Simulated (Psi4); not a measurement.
Interaction energy of CHN ··· H4Si (SMILES C#N and [SiH4]). Monomers: optimised at B3LYP-D3(BJ) (def2-TZVP), held rigid. Orientation: lowest of the rigid-body minima from ten starts at GFN2-xTB. R is the distance of the centres of mass, along which the second monomer moves.

Methods: PBE/def2-TZVP, counterpoise-corrected (Psi4); PBE-D3(BJ)/def2-TZVP, counterpoise-corrected (Psi4); wB97X-D/def2-TZVP, counterpoise-corrected (Psi4).

Interaction energies in kcal/mol; the last columns give the difference from wB97X-D:

```json
[
 {"R / Å": "3.85", "PBE/def2-TZVP": "3.97", "PBE-D3(BJ)/def2-TZVP": "2.86", "wB97X-D/def2-TZVP": "4.16", "PBE/def2-TZVP − wB97X-D/def2-TZVP": "-0.19", "PBE-D3(BJ)/def2-TZVP − wB97X-D/def2-TZVP": "-1.31"},
 {"R / Å": "4.04", "PBE/def2-TZVP": "2.06", "PBE-D3(BJ)/def2-TZVP": "1.07", "wB97X-D/def2-TZVP": "2.01", "PBE/def2-TZVP − wB97X-D/def2-TZVP": "0.05", "PBE-D3(BJ)/def2-TZVP − wB97X-D/def2-TZVP": "-0.95"},
 {"R / Å": "4.21", "PBE/def2-TZVP": "1.11", "PBE-D3(BJ)/def2-TZVP": "0.22", "wB97X-D/def2-TZVP": "0.98", "PBE/def2-TZVP − wB97X-D/def2-TZVP": "0.13", "PBE-D3(BJ)/def2-TZVP − wB97X-D/def2-TZVP": "-0.76"},
 {"R / Å": "4.45", "PBE/def2-TZVP": "0.44", "PBE-D3(BJ)/def2-TZVP": "-0.31", "wB97X-D/def2-TZVP": "0.28", "PBE/def2-TZVP − wB97X-D/def2-TZVP": "0.15", "PBE-D3(BJ)/def2-TZVP − wB97X-D/def2-TZVP": "-0.59"},
 {"R / Å": "4.68", "PBE/def2-TZVP": "0.16", "PBE-D3(BJ)/def2-TZVP": "-0.45", "wB97X-D/def2-TZVP": "0.02", "PBE/def2-TZVP − wB97X-D/def2-TZVP": "0.14", "PBE-D3(BJ)/def2-TZVP − wB97X-D/def2-TZVP": "-0.47"},
 {"R / Å": "4.89", "PBE/def2-TZVP": "0.05", "PBE-D3(BJ)/def2-TZVP": "-0.45", "wB97X-D/def2-TZVP": "-0.07", "PBE/def2-TZVP − wB97X-D/def2-TZVP": "0.12", "PBE-D3(BJ)/def2-TZVP − wB97X-D/def2-TZVP": "-0.38"},
 {"R / Å": "5.17", "PBE/def2-TZVP": "0.00", "PBE-D3(BJ)/def2-TZVP": "-0.38", "wB97X-D/def2-TZVP": "-0.10", "PBE/def2-TZVP − wB97X-D/def2-TZVP": "0.10", "PBE-D3(BJ)/def2-TZVP − wB97X-D/def2-TZVP": "-0.27"},
 {"R / Å": "5.42", "PBE/def2-TZVP": "0.00", "PBE-D3(BJ)/def2-TZVP": "-0.29", "wB97X-D/def2-TZVP": "-0.09", "PBE/def2-TZVP − wB97X-D/def2-TZVP": "0.09", "PBE-D3(BJ)/def2-TZVP − wB97X-D/def2-TZVP": "-0.19"},
 {"R / Å": "5.98", "PBE/def2-TZVP": "0.02", "PBE-D3(BJ)/def2-TZVP": "-0.14", "wB97X-D/def2-TZVP": "-0.05", "PBE/def2-TZVP − wB97X-D/def2-TZVP": "0.06", "PBE-D3(BJ)/def2-TZVP − wB97X-D/def2-TZVP": "-0.09"},
 {"R / Å": "6.68", "PBE/def2-TZVP": "0.02", "PBE-D3(BJ)/def2-TZVP": "-0.05", "wB97X-D/def2-TZVP": "-0.01", "PBE/def2-TZVP − wB97X-D/def2-TZVP": "0.03", "PBE-D3(BJ)/def2-TZVP − wB97X-D/def2-TZVP": "-0.04"},
 {"R / Å": "7.65", "PBE/def2-TZVP": "0.02", "PBE-D3(BJ)/def2-TZVP": "-0.01", "wB97X-D/def2-TZVP": "0.00", "PBE/def2-TZVP − wB97X-D/def2-TZVP": "0.02", "PBE-D3(BJ)/def2-TZVP − wB97X-D/def2-TZVP": "-0.01"},
 {"R / Å": "8.96", "PBE/def2-TZVP": "0.01", "PBE-D3(BJ)/def2-TZVP": "0.00", "wB97X-D/def2-TZVP": "0.00", "PBE/def2-TZVP − wB97X-D/def2-TZVP": "0.01", "PBE-D3(BJ)/def2-TZVP − wB97X-D/def2-TZVP": "0.00"}
]
```

PBE/def2-TZVP is furthest from wB97X-D/def2-TZVP at 3.85 (-0.19 kcal/mol, below); its mean absolute difference over the points is 0.09 kcal/mol.

PBE-D3(BJ)/def2-TZVP is furthest from wB97X-D/def2-TZVP at 3.85 (-1.31 kcal/mol, below); its mean absolute difference over the points is 0.42 kcal/mol.
